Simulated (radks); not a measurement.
Q: Numerical settings for neutral scandium, [Ar] 3d1 4s2. All-electron calculation, Dirac Kohn-Sham, BLYP, spin-unpolarised, spherical densities, finite nucleus; open shells fill j = l - 1/2 first; Fermi nuclear charge, rms radius 3.5459 fm. Program: a radial shooting solver on a logarithmic mesh with Libxc functionals. The defaults (mesh step 0.008 in ln r, mesh end at 40 bohr or more with all orbitals vanishing there, Anderson mixing 0.5 over 9 steps, residual threshold near 1e-9 with the energy settled to 1e-9 hartree or 1e-11 of itself, here a cap of 79 iterations) give E = -764.3158 hartree and 3d3/2 at -3.118 eV in 17 iterations. Run on one thread of a shared host, so times are rough (Arm Neoverse V2): 0.09 s of CPU time, 0.09 s wall, 17 iterations on 2381 mesh points. One setting is changed at a time: mesh step in ln r 0.12; mesh step in ln r 0.2; mesh step in ln r 0.012; mesh end (bohr) 1; mesh end (bohr) 2; residual threshold 1e-05; residual threshold 0.01; mixing 0.2; linear mixing, mixing 0.05; linear mixing, mixing 1; mixing history 2; iteration cap 2. Which runs fail to converge, and which converge to a wrong energy?

A: Not converged within the cap: mesh step in ln r 0.12; mesh step in ln r 0.2; linear mixing, mixing 0.05; linear mixing, mixing 1; iteration cap 2. Settled on a wrong energy, with an occupied level pushed above zero by the early mesh end: mesh end (bohr) 1 (+145 hartree); mesh end (bohr) 2 (+12.1 hartree). Apart from these: no run marked as converged misses the energy by more than 1 mhartree.
